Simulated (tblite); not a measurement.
Compound: C6H8F3P.
Atom-mapped SMILES: `[CH2:1]=[CH:2][C@@H:3]1[C@H:4]([CH3:5])[P:6]1[C:7]([F:8])([F:9])[F:10]` (hydrogens: H11, H12 on C1; H13 on C2; H14 on C3; H15 on C4; H16, H17, H18 on C5)

Computed with GFN2-xTB (tblite), gas phase: L-BFGS steps from a force-field or distance-geometry start until the largest atomic force falls under 0.01 eV/Å.

At the end of the run (lengths in Å): P6–C7 1.902, C3–P6 1.877, C4–P6 1.853, C3–C4 1.509, C2–C3 1.467, C2–H13 1.081, C1–H11 1.076, P6–C7–F8 116.2°, C4–P6–C7 98.3°, F9–C7–F10 106.8°, C3–P6–C7 96.9°, C1–C2–C3–C4 -150°, C2–C3–C4–C5 1°, C3–C4–P6–C7 -92°, H13–C2–C3–C4 31°, H14–C3–C2–C1 -4°.

Question: These geometries were met on the way; a selection of coordinates is given. Order them by energy above the end point, lowest first.
A. P6–C7 1.909, C3–P6 1.860, C4–P6 1.865, C3–C4 1.505, C2–C3 1.488, C2–H13 1.082, C1–H11 1.077, P6–C7–F8 114.2°, C4–P6–C7 99.0°, F9–C7–F10 106.9°, C3–P6–C7 98.5°, C1–C2–C3–C4 -76°, C2–C3–C4–C5 1°, C3–C4–P6–C7 -93°, H13–C2–C3–C4 105°, H14–C3–C2–C1 69°
B. P6–C7 1.873, C3–P6 1.857, C4–P6 1.853, C3–C4 1.515, C2–C3 1.488, C2–H13 1.079, C1–H11 1.072, P6–C7–F8 112.4°, C4–P6–C7 98.5°, F9–C7–F10 108.6°, C3–P6–C7 97.4°, C1–C2–C3–C4 -77°, C2–C3–C4–C5 1°, C3–C4–P6–C7 -92°, H13–C2–C3–C4 103°, H14–C3–C2–C1 68°
C. P6–C7 1.908, C3–P6 1.861, C4–P6 1.855, C3–C4 1.513, C2–C3 1.476, C2–H13 1.084, C1–H11 1.075, P6–C7–F8 115.4°, C4–P6–C7 97.9°, F9–C7–F10 106.7°, C3–P6–C7 98.9°, C1–C2–C3–C4 -109°, C2–C3–C4–C5 5°, C3–C4–P6–C7 -95°, H13–C2–C3–C4 67°, H14–C3–C2–C1 33°
D. P6–C7 1.821, C3–P6 1.853, C4–P6 1.842, C3–C4 1.509, C2–C3 1.487, C2–H13 1.085, C1–H11 1.084, P6–C7–F8 109.3°, C4–P6–C7 101.3°, F9–C7–F10 111.1°, C3–P6–C7 99.8°, C1–C2–C3–C4 -78°, C2–C3–C4–C5 1°, C3–C4–P6–C7 -93°, H13–C2–C3–C4 103°, H14–C3–C2–C1 69°
E. P6–C7 1.773, C3–P6 1.840, C4–P6 1.824, C3–C4 1.484, C2–C3 1.481, C2–H13 1.101, C1–H11 1.095, P6–C7–F8 107.4°, C4–P6–C7 103.8°, F9–C7–F10 112.4°, C3–P6–C7 102.1°, C1–C2–C3–C4 -77°, C2–C3–C4–C5 1°, C3–C4–P6–C7 -94°, H13–C2–C3–C4 102°, H14–C3–C2–C1 69°

Answer: C (0.100 eV), A (0.167 eV), B (0.269 eV), D (0.459 eV), E (0.761 eV).

| step | E above end (eV) | rms distance from the end, all atoms (Å) | largest force (eV/Å) | rms shift of all bonds from the end (Å) |
| --- | --- | --- | --- | --- |
| 73 | 0.100 | 0.540 | 0.094 | 0.005 |
| 11 | 0.167 | 0.750 | 0.155 | 0.007 |
| 2 | 0.269 | 0.751 | 0.772 | 0.011 |
| 1 | 0.459 | 0.753 | 2.072 | 0.021 |
| 0 | 0.761 | 0.755 | 4.070 | 0.034 |

Rows stand in the order of the answer.
